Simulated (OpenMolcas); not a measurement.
## Co2+: effect of the metal basis and ligand basis

Co2+ with 6 ligands (fluoride) in octahedral coordination (Oh) at 2.06 Å. A charge of +0.667 e stands 2.8 Å behind each ligand.

| Quantity | Value |
| --- | --- |
| Program | OpenMolcas |
| Method | CASSCF |
| Spin-orbit coupling | RASSI with atomic mean-field integrals over the reference wave functions |

Fixed: active space 7 electrons in 5 orbitals (3d), DKH2 Hamiltonian.

States (labels of O, the rotations of Oh). Energies in cm-1 above the lowest state or level, χT in cm3 K/mol; under a threefold ground state the first gap can be a small split of the lowest multiplet, not the spin-orbit step; 10Dq and B are least-squares fits to the states below 45000 cm-1, weighted by degeneracy, with a free offset, and given where the rms deviation is under 5 % of |10Dq| (or 100 cm-1) and under 700 cm-1.

```
Run   Metal basis  Ligand basis  Ground state  First state of that spin  10Dq  B (rms of fit)  First gap with spin-orbit (degeneracies)  χT at 300 K  First state of another spin                     Cost
  A  ANO-RCC-VDZP  ANO-RCC-VDZP           4T1                  4T2 5053  5749       1221 (91)                              356.6 (2, 4)        3.683                     2E 16262  roughly 16 core-seconds
  B  ANO-RCC-VTZP  ANO-RCC-VDZP           4T1                  4T2 5030  5718       1221 (94)                              356.2 (2, 4)        3.684                     2E 16290  roughly 21 core-seconds
  C  ANO-RCC-VTZP  ANO-RCC-VTZP           4T1                  4T2 4836  5534       1223 (81)                              354.6 (2, 4)        3.699                     2E 16458  roughly 70 core-seconds
```

Against A, |10Dq| changes by -0.5 % in B, -3.7 % in C.

Costs are those of the RASSCF and RASSI steps.

An orbital triplet at a regular site is open to Jahn-Teller coupling, which can distort the site and quench the lowest spin-orbit gaps and is left out. Without dynamic correlation the repulsion within the d shell is too large (B by tens of per cent), so at a given field states of lower spin stand too high. Ligand-to-metal charge-transfer states are missing. With no ligand orbital active B as a rule stays too high, so bands that hang on it stand too high and its fall with covalency is understated. With metal d orbitals alone and no dynamic correlation the field as a rule comes out too small, by tens of per cent, by up to half for chloride and softer ligands, and with too little covalency χT stands high. No measured value stands beside these numbers; the geometry was imposed, not optimised, and the real ion may take another.
